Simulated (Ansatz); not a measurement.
The molecule OH-, closed-shell singlet (the spin of the measured ground state).

Constants: fifth-degree fit in 1/R to seven points, most abundant isotopes. In def2 and cc sets the state is the lowest found near the PBE0 minimum, followed along R. The singlet is held restricted. HF and MP2 rows in def2 and cc sets belong to the determinant that coupled cluster picked by its CCSD energy.

Correlated levels freeze the cores.

Codes used: Ansatz (an electronic-structure program). 

Energies at SCS-MP2/aug-cc-pVQZ:

```tsv
R (Å)	E (hartree)
0.896541	-75.71514641
0.920641	-75.71819634
0.942814	-75.71971383
0.967878	-75.72016499
0.992943	-75.71947980
1.021864	-75.71751434
1.055604	-75.71392829
```

### Question
With a reduced mass of 0.9481 u, find the minimum, the force constant and the constants.

### Answer
A fifth-degree polynomial in 1/R puts the minimum at r_e = 0.9646 Å with force constant 805 N/m. Then ω_e = (1/2πc)√(k/μ) = 3796 cm⁻¹ and B_e = h/(8π²cμr_e²) = 19.11 cm⁻¹; the cubic and quartic terms give α_e = 0.71 and ω_e x_e = 79 cm⁻¹.
